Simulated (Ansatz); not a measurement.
Zn2O⁺. Charge 1, multiplicity 4. Geometry PBE-D4/def2-TZVP; atoms count from 1.

```
atom    x (Å)    y (Å)    z (Å)
 Zn1   1.5498  -0.3357  -1.0379
 Zn2  -1.1972   0.4680   1.3926
  O3  -0.3526  -0.1323  -0.3547
```

At PBE0-D4/def2-TZVP a doublet of charge 1 lies 1.44 eV below the quartet, each at its own geometry. The structure comes from a short search, and lower isomers may exist.

Question: Estimate the Mulliken populations from the PBE0/def2-TZVP orbitals of Ansatz.

Answer: 
| atom | charge (e) | spin (α − β) | d electrons |
| --- | --- | --- | --- |
| Zn1 | 0.67 | 0.91 | 10.02 |
| Zn2 | 0.67 | 0.91 | 10.02 |
| O3 | -0.33 | 1.17 | – |
Mulliken values depend strongly on the basis.

Question: Where does the spin sit?

Answer: Summed by element: Zn 1.83, O 1.17, of 3 unpaired in all. Largest on single atoms: O3 1.17, Zn1 0.91, Zn2 0.91.

Question: And the Mayer bond orders between heavy atoms (over 0.3)?

Answer: Zn1–O3 0.51 (2.03 Å); Zn2–O3 0.51 (2.03 Å).
